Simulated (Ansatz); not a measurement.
Cost and result up the ladder for B₃N₃H₁₂, a cluster cut from wurtzite BN (hydrogen-capped) (18 atoms). Charge 0, multiplicity 1. Geometry: PBE-D4/def2-SVP.

```xyz
18

B     0.131    1.518   -0.451
B    -0.234   -0.311    1.540
B     0.685   -1.116   -0.900
N    -0.677    1.046    0.837
N     0.190    0.289   -1.461
N    -0.154   -1.435    0.415
H    -0.554    1.788    1.541
H    -1.692    1.048    0.653
H    -0.465    2.458   -0.986
H     1.275    1.797   -0.111
H    -0.704    0.187   -1.965
H     0.857    0.555   -2.198
H    -1.082   -0.633    2.379
H     0.885   -0.156    2.015
H    -1.096   -1.777    0.173
H     0.298   -2.249    0.854
H     1.868   -1.018   -0.593
H     0.470   -1.992   -1.744
```

Ansatz on 4 threads of Arm Neoverse V1 on a shared host. Times are rough, and most runs start from the orbitals of an earlier one. PBE0-D4/def2-TZVP serves as the yardstick here, not as an exact answer. Differences are given only for rows in sets of like size (and for xTB, whose basis is part of the method), since another set adds its own error. Binding counts from free atoms at the same level (B doublet, N quartet, H doublet; other spins of the atoms weren't run), without zero-point energy or a counterpoise term.

Correlated methods freeze 6 core orbitals. The rows differ in basis, and correlated rows in double-zeta sets carry the largest basis error.

Correlated methods converge slowly with the basis, most of all in double-zeta sets.

```tsv
level	functions	wall time
HF/STO-3G	42	0.2 s
PBE-D4/def2-SVP	144	1.8 s
PBE0-D4/def2-SVP	144	2.3 s
revPBE-D4/def2-TZVP	258	3.4 s
PBE-D4/def2-TZVP (with forces)	258	4.2 s
MP2/def2-TZVP	258	4.5 s
PBE0-D4/def2-TZVP	258	5.5 s
r2SCAN-D4/def2-TZVP	258	6.5 s
CCSD(T)/def2-SVP	144	30 s
```

**Question.** Estimate what each level gives for the binding energy per atom (eV).

**Answer.** 
```csv
level,binding energy per atom (eV),difference from PBE0-D4/def2-TZVP (eV)
HF/STO-3G,3.55,–
PBE-D4/def2-SVP,3.83,–
PBE0-D4/def2-SVP,3.78,–
revPBE-D4/def2-TZVP,3.71,-0.03
PBE-D4/def2-TZVP (with forces),3.79,0.05
MP2/def2-TZVP,3.61,-0.13
PBE0-D4/def2-TZVP,3.74,0.00
r2SCAN-D4/def2-TZVP,3.73,-0.01
CCSD(T)/def2-SVP,3.56,–
```
